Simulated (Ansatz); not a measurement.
Basis-set extrapolation for `[SiH3][SiH2]N[SiH2]Cl` (PBE0-D4/def2-TZVP geometry, frozen core, Ansatz). Multiplicity 1, RHF reference.

|  | def2-TZVPP | def2-QZVPP |
| --- | --- | --- |
| HF | -1385.581830 | -1385.624920 |
| MP2 correlation | -0.775679 | -0.838841 |
| CCSD(T) correlation | -0.884961 | not run |

Energies in hartree. Use E(X) = E(∞) + A·exp(−7.88·√X) for Hartree–Fock and E(X) = E(∞) + B·X^(−2.97) for correlation, with X = 3 and 4, and add CCSD(T) minus MP2 of the smaller set to the MP2 limit.

What is the CCSD(T) energy at the basis-set limit?

HF limit: -1385.624920 + (-0.043090) × 0.13774 = -1385.63086. MP2 limit: -0.838841 + (-0.063162) × 0.74074 = -0.88563. Higher-order term: -0.884961 − (-0.775679) = -0.10928. Total: -1386.62577 hartree, 4.33 eV below CCSD(T)/def2-TZVPP.
